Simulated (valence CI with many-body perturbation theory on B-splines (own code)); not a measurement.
Eu¹⁴⁺: electric-dipole lines

Level of theory: configuration interaction combined with many-body perturbation theory (CI+MBPT): three valence electrons over a frozen Dirac-Fock core [Kr] 4d10, radial functions for each j: 8 s, 8 p, 9 d, 9 f, 6 g, 3 h, 2 i, with the one-electron correlation potential Σ1, the two-electron term Σ2, the three-electron term Σ3, Breit, model QED; selected CI, second order for the rest, scaled by the run's own slope (own B-spline code, finite nucleus).

No measured spectrum was set against this ion. As an estimate, terms of the open shell hold to a few per cent of their energy, and close levels can change places; configurations with another count of f electrons can be misplaced by thousands of cm⁻¹. Core correlation moves these levels by up to 35000 cm⁻¹, and in measured spectra 5 to 20 % of such shifts remained as error; rates that hang on mixing are uncertain with them.

Lines 51 to 100 of 222 in falling wavelength, among levels below 75384 cm⁻¹, chosen from the strongest by gf and those to the six lowest levels. Wavelengths and rates use the calculated energies, so an error of 2000 cm⁻¹ moves a line at 762.3 nm by 15 % and its rate by three times that or more. Electric multipoles are in the length gauge, E1 and E2 with the static RPA response of the core. Weak lines are less certain than strong ones. Lines between different terms over intervals too small for the method are left out, as are lines whose strength nearly cancels. Where a level lies close to another of its J and parity, the split of strength between their lines is uncertain. The highest levels of a list are the least certain.

Names give the largest LS component (configuration and term), which can be under half, so a name can repeat, a term be missing and a line seem to break the LS rules; names also repeat where a configuration has a term twice. Letters in brackets count levels of one name in rising energy.

```
λ vac (nm)             Upper             Lower   A (s⁻¹)  S (a.u.)
     762.3       4f3 4F°_7/2     4f2.5s 4F_7/2  8.75e+01  1.53e-04
     761.5       4f3 4F°_3/2     4f2.5s 4F_3/2  9.90e+01  8.64e-05
     743.8     4f2.5s 4F_9/2       4f3 4I°_9/2  4.47e+00  9.07e-06
     738.5       4f3 2P°_3/2     4f2.5s 2D_5/2  4.39e+01  3.49e-05
     729.1       4f3 4D°_1/2     4f2.5s 4P_1/2  1.13e+02  4.32e-05
     726.3       4f3 4F°_9/2     4f2.5s 4F_9/2  1.96e+01  3.70e-05
     726.3       4f3 4F°_5/2     4f2.5s 4F_5/2  8.73e+01  9.91e-05
     721.9     4f2.5s 4P_1/2       4f3 4S°_3/2  1.97e+02  7.31e-05
     707.3    4f2.5s 2I_13/2  4f3 2H°_11/2 [a]  4.54e+00  1.11e-05
     704.6       4f3 4G°_9/2     4f2.5s 2G_9/2  9.57e+00  1.65e-05
     698.9       4f3 4G°_7/2     4f2.5s 2F_5/2  2.62e+01  3.54e-05
     696.0    4f.5s2 2F°_5/2     4f2.5s 2F_5/2  4.03e+01  4.03e-05
     680.0    4f.5s2 2F°_7/2     4f2.5s 2F_7/2  3.21e+01  3.98e-05
     662.5    4f2.5s 2H_11/2      4f3 4I°_11/2  3.24e+00  5.58e-06
     661.9   4f3 2H°_9/2 [b]    4f2.5s 2I_11/2  1.32e+02  1.89e-04
     654.4   4f3 2D°_5/2 [a]     4f2.5s 2F_7/2  4.95e+01  4.11e-05
     643.9       4f3 4F°_5/2     4f2.5s 4F_3/2  1.56e+01  1.23e-05
     636.2       4f3 4F°_9/2     4f2.5s 4F_7/2  6.88e+00  8.74e-06
     631.5     4f2.5s 4P_3/2       4f3 4S°_3/2  4.57e+02  2.27e-04
     627.9       4f3 4D°_5/2     4f2.5s 2D_3/2  4.69e+01  3.44e-05
     626.6     4f2.5s 2P_3/2   4f3 2D°_3/2 [a]  1.05e+02  5.09e-05
     619.1       4f3 4F°_9/2     4f2.5s 2H_9/2  9.27e+01  1.08e-04
     610.7       4f3 4D°_3/2     4f2.5s 2D_5/2  3.09e+01  1.39e-05
     603.2       4f3 4D°_5/2     4f2.5s 2D_5/2  4.80e+01  3.12e-05
     595.3    4f.5s2 2F°_5/2     4f2.5s 2G_7/2  9.30e+01  5.81e-05
     594.5       4f3 2F°_5/2     4f2.5s 2P_3/2  2.22e+02  1.38e-04
     587.7   4f3 2D°_3/2 [a]     4f2.5s 2F_5/2  2.04e+02  8.19e-05
     586.4   4f3 2H°_9/2 [a]    4f2.5s 4H_11/2  1.10e+01  1.10e-05
     575.5  4f3 2H°_11/2 [a]     4f2.5s 2H_9/2  7.28e+01  8.22e-05
     573.8       4f3 4D°_1/2     4f2.5s 2D_3/2  4.82e+01  8.99e-06
     572.3       4f3 4S°_3/2     4f2.5s 4F_3/2  2.31e+00  8.56e-07
     571.2     4f2.5s 2G_9/2      4f3 4I°_11/2  2.00e+00  1.84e-06
     559.1     4f2.5s 2G_7/2       4f3 4I°_9/2  2.39e+01  1.65e-05
     545.6  4f3 2H°_11/2 [b]    4f2.5s 2I_11/2  1.18e+02  1.14e-04
     544.2      4f3 4G°_11/2     4f2.5s 2G_9/2  3.17e+01  3.03e-05
     543.0  4f3 2H°_11/2 [b]    4f2.5s 2I_13/2  2.53e+02  2.40e-04
     520.0    4f2.5s 2H_11/2       4f3 4I°_9/2  2.05e-01  1.71e-07
     519.1     4f2.5s 4P_5/2       4f3 4S°_3/2  6.66e+02  2.76e-04
     513.1  4f3 2H°_11/2 [a]    4f2.5s 4H_13/2  6.04e+01  4.83e-05
     495.0    4f.5s2 2F°_7/2     4f2.5s 2G_9/2  2.68e+02  1.29e-04
     479.7       4f3 2G°_9/2     4f2.5s 2G_7/2  1.54e+01  8.39e-06
     471.4   4f3 2H°_9/2 [a]     4f2.5s 4H_9/2  1.31e+01  6.78e-06
     462.7       4f3 4D°_7/2     4f2.5s 2D_5/2  5.85e+01  2.29e-05
     462.5       4f3 2G°_7/2     4f2.5s 4F_5/2  7.75e+01  3.03e-05
     462.0     4f2.5s 2G_9/2       4f3 4I°_9/2  6.32e+00  3.08e-06
     461.8   4f3 2D°_5/2 [b]     4f2.5s 4P_3/2  9.55e+01  2.78e-05
     460.5       4f3 4G°_5/2     4f2.5s 4F_5/2  8.46e+01  2.45e-05
     452.5   4f3 2D°_5/2 [a]     4f2.5s 2F_5/2  2.22e+01  6.10e-06
     437.2       4f3 4F°_9/2    4f2.5s 4H_11/2  9.15e-01  3.78e-07
     432.3       4f3 4G°_7/2     4f2.5s 4F_7/2  7.42e+01  2.37e-05
```
